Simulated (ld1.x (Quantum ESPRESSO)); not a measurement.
## La, TM: configuration errors across variants

* Element: La (Z = 57)
* Generator: ld1.x (Quantum ESPRESSO) 7.5
* Type: norm-conserving Troullier–Martins (Kleinman–Bylander form)
* Functional: PBE
* Relativity: scalar-relativistic
* Frozen core: [Kr] 4d10 5s2
* Valence charge: 9
* Reference configuration: 4f0 5p6 5d0 6s0 6p0 (charge +3)
* Partial waves: 6s (bound, empty): rc 3.20 bohr; 5p (bound): rc 2.75 bohr; 5d (bound, empty): rc 2.35 bohr; 4f (bound, empty): rc 1.85 bohr
* Local potential: all-electron potential smoothed inside 2.45 bohr (lloc = -1)
* Core correction: Bessel-smoothed model core inside 1.25 bohr

All-electron excitation energies from the reference (eV): (1) 4f0 5p6 5d1 6s2 6p0 -35.804; (2) 4f0 5p6 5d1 6s1 6p0 -29.838; (3) 4f0 5p6 5d1 6s0 6p0 -18.950; (4) 4f0 5p6 5d0 6s2 6p0 -29.419; (5) 4f0 5p6 5d2 6s0 6p0 -29.770; (6) 4f0 5p6 5d1 6s1.5 6p0 -33.405.

Tests that are not counted but printed errors over 1 eV. “base”: 4f1 5p6 5d0 6s2 6p0 (solver errors, printed error -1499 eV). “core correction Bessel-smoothed model core inside 2.26 bohr”: 4f1 5p6 5d0 6s2 6p0 (solver errors, printed error -1499 eV). “wave 4f (bound): rc 1.85 bohr becomes 4f (bound): rc 1.92 bohr”: 4f1 5p6 5d0 6s2 6p0 (solver errors, printed error -1499 eV). “all radii but the core radius scaled by about 1.23 (s 3.94, p 3.40, d 2.90, f 2.28 bohr); local potential all-electron potential smoothed inside 3.02 bohr (lloc = -1)”: 4f1 5p6 5d0 6s2 6p0 (solver errors, printed error -2019 eV). “wave 6s (bound): rc 3.20 bohr becomes 6s (bound): rc 4.86 bohr”: 4f1 5p6 5d0 6s2 6p0 (solver errors, printed error -1499 eV).

2 further variants failed, have other tests or another functional or relativity, and are left out.

A true bound ghost makes a file unfit for plane-wave use even where its test errors are small: the radial tests pick states by their node count and pass the ghost by. Where a test does run into it, the solver fails or the error is huge.

Errors AE − PS in meV (a dash: test not solved or not reliable):

```tsv
change	(1)	(2)	(3)	(4)	(5)	(6)	bound ghosts
base	+118	+55	-14	+62	-41	+89	s
core correction Bessel-smoothed model core inside 2.26 bohr	+118	+54	-15	+62	-43	+88	s
wave 4f (bound): rc 1.85 bohr becomes 4f (bound): rc 1.92 bohr	+118	+55	-14	+62	-41	+89	s
all radii but the core radius scaled by about 1.23 (s 3.94, p 3.40, d 2.90, f 2.28 bohr); local potential all-electron potential smoothed inside 3.02 bohr (lloc = -1)	-14	+5.3	-12	+12	-38	-1.0	s
wave 6s (bound): rc 3.20 bohr becomes 6s (bound): rc 4.86 bohr	+27	-6.0	-14	-21	-41	+8.7	s
```

Task: Give the same row for: local potential all-electron potential smoothed inside 2.70 bohr (lloc = -1).

Result: +97, +43, -18, +53, -50, +72; bound ghosts: s. Not counted: 4f1 5p6 5d0 6s2 6p0 (solver errors, printed error -1499 eV).
